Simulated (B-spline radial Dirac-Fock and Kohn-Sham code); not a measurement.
## Two-hole binding energies of Ga⁴⁺

System: gallium as Ga⁴⁺, configuration [Ar] 3d9.

Input file task.json (cfg lists n, l and occupation; rrms is the nuclear radius in fm):

```json
{"items": [{
  "Z": 31,
  "q": 4,
  "cfg": [[1, 0, 2], [2, 0, 2], [2, 1, 6], [3, 0, 2], [3, 1, 6], [3, 2, 9]],
  "A": 69,
  "rrms": 3.9973,
  "do": ["binding", "quiet", "double"]
}]}
```

Command: `python xray_run.py task.json out`

Level of theory: ΔSCF Dirac-Fock with Breit, self-energy and vacuum polarisation, finite nucleus, configuration average; a B-spline atomic structure program. U is the two-hole binding energy less the two single-hole energies, the effective repulsion of the holes after relaxation. Each two-hole energy is an average over J within one jj subconfiguration.

```
          holes  E(a) (eV)  E(b) (eV)  E(ab) (eV)  U (eV)
           1s⁻²    10441.0    10441.0     21333.2   451.2
   1s⁻¹ 2p3/2⁻¹    10441.0     1190.1     11747.8   116.7
   1s⁻¹ 3p1/2⁻¹    10441.0      178.7     10656.6    36.9
           2s⁻²     1378.6     1378.6      2830.6    73.3
   2s⁻¹ 2p1/2⁻¹     1378.6     1217.2      2663.0    67.2
   2s⁻¹ 2p3/2⁻¹     1378.6     1190.1      2635.3    66.5
2p1/2⁻¹ 2p3/2⁻¹     1217.2     1190.1           ?       ?
        2p3/2⁻²     1190.1     1190.1      2462.5    82.3
   2s⁻¹ 3p1/2⁻¹     1378.6      178.7      1590.3    32.9
   2s⁻¹ 3p3/2⁻¹     1378.6      175.0      1586.3    32.6
   2p1/2⁻¹ 3s⁻¹     1217.2      232.2      1482.7    33.3
2p1/2⁻¹ 3p3/2⁻¹     1217.2      175.0      1425.6    33.4
3p1/2⁻¹ 3p3/2⁻¹      178.7      175.0       381.5    27.7
        3p3/2⁻²      175.0      175.0       378.3    28.2
```

Question: Give the missing two-hole energy and U.

Answer: E(ab) = 2488.3 eV and U = 81.0 eV.

Run: 26 s of CPU time on 1 thread of Intel(R) Xeon(R) Platinum 8488C (shared host), peak memory 0.38 GiB.

Values without a named source are computed, but for edge energies of neutral atoms, which are taken from tables.
